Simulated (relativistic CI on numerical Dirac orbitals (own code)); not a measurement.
## Ligand-field terms of d4

Computed with a parametric ligand-field model of a d^n configuration (Racah B and C, spin-orbit zeta, crystal field), exact diagonalisation.

Field parameters in Wybourne normalisation: Td as Oh with Dq negative (B⁴₀ = 21Dq, B⁴₄ = √(5/14) B⁴₀). The field is a parameter set, without covalency.

Ground term and bands for B = 680, C = 2750, ζ = 0 cm⁻¹, Td, 10Dq = -11080 cm⁻¹?

Ground term 5T2 with 2.00 electrons in the two orbitals of the cubic e set. Spin-allowed: 5E 11080 cm⁻¹ (903 nm). Lowest spin-forbidden: 1A1 1179 cm⁻¹, 3T1 4718 cm⁻¹ (2120 nm), 3T2 8233 cm⁻¹ (1215 nm).

Ground term and bands for B = 680, C = 2750, ζ = 0 cm⁻¹, Td, 10Dq = -8020 cm⁻¹?

Ground term 5T2 with 2.00 electrons in the two orbitals of the cubic e set. Spin-allowed: 5E 8020 cm⁻¹ (1247 nm). Lowest spin-forbidden: 1A1 7010 cm⁻¹ (1426 nm), 3T1 7575 cm⁻¹ (1320 nm), 3T2 10547 cm⁻¹ (948 nm).

Ground term and bands for B = 680, C = 2750, ζ = 0 cm⁻¹, Td, 10Dq = -1900 cm⁻¹?

Ground term 5T2 with 2.00 electrons in the two orbitals of the cubic e set. Spin-allowed: 5E 1900 cm⁻¹. Lowest spin-forbidden: 3T1 12855 cm⁻¹ (778 nm), 3T2 13619 cm⁻¹ (734 nm), 3T1 14392 cm⁻¹ (695 nm).

Ground term and bands for B = 680, C = 2750, ζ = 0 cm⁻¹, Td, 10Dq = -11700 cm⁻¹?

Ground term 1A1 with 3.92 electrons in the two orbitals of the cubic e set. Spin-allowed: 1T1 10225 cm⁻¹ (978 nm), 1T2 17353 cm⁻¹ (576 nm), 1E 21794 cm⁻¹ (459 nm), 1T2 22238 cm⁻¹ (450 nm). Lowest spin-forbidden: 5T2 12 cm⁻¹, 3T1 4144 cm⁻¹ (2413 nm), 3T2 7746 cm⁻¹ (1291 nm).

Ground term and bands for B = 680, C = 2750, ζ = 0 cm⁻¹, Td, 10Dq = -4350 cm⁻¹?

Ground term 5T2 with 2.00 electrons in the two orbitals of the cubic e set. Spin-allowed: 5E 4350 cm⁻¹ (2299 nm). Lowest spin-forbidden: 3T1 10879 cm⁻¹ (919 nm), 3T2 12766 cm⁻¹ (783 nm), 1A1 13834 cm⁻¹ (723 nm).
